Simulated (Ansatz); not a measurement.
Basis sets compared for BTBT (C₁₄H₈S₂). The state is a singlet with charge 0. Geometry PBE-D4/def2-SVP. Ansatz on 4 threads of Arm Neoverse V1 on a shared host; times are rough, and most runs start from earlier orbitals.

```tsv
atom	x (Å)	y (Å)	z (Å)
C1	1.171	-4.183	-1.118
C2	2.332	-3.377	-1.149
C3	2.265	-2.017	-0.841
C4	1.022	-1.441	-0.495
C5	-0.144	-2.271	-0.468
C6	-0.073	-3.638	-0.778
S7	-1.600	-1.384	-0.016
C8	-0.676	0.095	0.141
C9	-1.022	1.441	0.496
C10	-2.265	2.017	0.842
C11	-2.332	3.377	1.149
C12	-1.171	4.183	1.118
C13	0.073	3.638	0.778
C14	0.144	2.271	0.468
S15	1.601	1.384	0.016
C16	0.676	-0.095	-0.141
H17	1.242	-5.253	-1.363
H18	3.299	-3.827	-1.420
H19	3.169	-1.389	-0.866
H20	-0.975	-4.267	-0.754
H21	-3.169	1.389	0.866
H22	-3.299	3.827	1.419
H23	-1.242	5.253	1.363
H24	0.975	4.267	0.754
```

Binding counts from free atoms (C triplet, S triplet, H doublet) in the same basis, without a counterpoise term.

```
           level  functions  energy (Eh)  HOMO (eV)  LUMO (eV)  binding per atom (eV)  wall time
 PBE-D4/def2-SVP        272   -1333.1184      -5.09      -2.14                   5.68      6.5 s
PBE0-D4/def2-SVP        272   -1333.2190      -5.99      -1.48                   5.55       14 s
```

**Question.** Estimate the rows for PBE-D4/def2-TZVP, PBE0-D4/def2-TZVP (with forces).

**Answer.** 
```tsv
level	functions	energy (Eh)	HOMO (eV)	LUMO (eV)	binding per atom (eV)	wall time
PBE-D4/def2-TZVP	556	-1333.9583	-5.15	-2.23	5.60	17 s
PBE0-D4/def2-TZVP (with forces)	556	-1334.0532	-6.00	-1.53	5.47	57 s
```
